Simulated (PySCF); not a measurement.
Structure with atom numbers: `[CH3:1][Si:2]([CH3:3])([CH3:4])[O:5][Si:6]([CH3:7])([CH3:8])[CH3:9]`. Each H is labelled by its parent atom.

Geometry: PBE0-D3(BJ)/def2-SVP; GIAO shifts from PySCF 2.14, gas phase, non-relativistic, averaged over equivalent atoms.

At PBE0/pcSseg-1 (257 basis functions, 62 s wall time on 1 thread of an Arm Neoverse V2, shared host):
```
                              atoms  δ (ppm)
                  C1/C3/C4/C7/C8/C9      2.2
                            Si2/Si6     15.0
                                 O5     78.4
H(C1)/H(C3)/H(C4)/H(C7)/H(C8)/H(C9)     0.08
```

δ = σ(ref) − σ, references computed at the same level: TMS for ¹³C (σref 184.41) and ²⁹Si (σref 351.99) and ¹H (σref 31.27); ¹⁷O (σref 334.56) against H2O.

Q: What do these become at WP04/pcSseg-1?

A: 
| atoms | δ at WP04/pcSseg-1 | change |
| --- | --- | --- |
| C1/C3/C4/C7/C8/C9 | 1.8 | -0.4 |
| Si2/Si6 | 4.4 | -10.6 |
| O5 | 53.6 | -24.8 |
| H(C1)/H(C3)/H(C4)/H(C7)/H(C8)/H(C9) | 0.07 | -0.01 |

δ = σ(ref) − σ, references computed at the same level: ¹³C (σ = 172.44 ppm), ²⁹Si (σ = 338.69 ppm), ¹H (σ = 31.56 ppm) vs TMS; ¹⁷O (σ = 317.54 ppm) against H2O.

The largest change is at O5 (oxygen bonded to 2 Si). Cost: 257 basis functions, 59 s wall time on 1 thread of an Arm Neoverse V2, shared host.

Experimental scales use liquid or dissolved standards, which lie at an offset from isolated H2O (liquid H2O: subtract about 36 ppm).
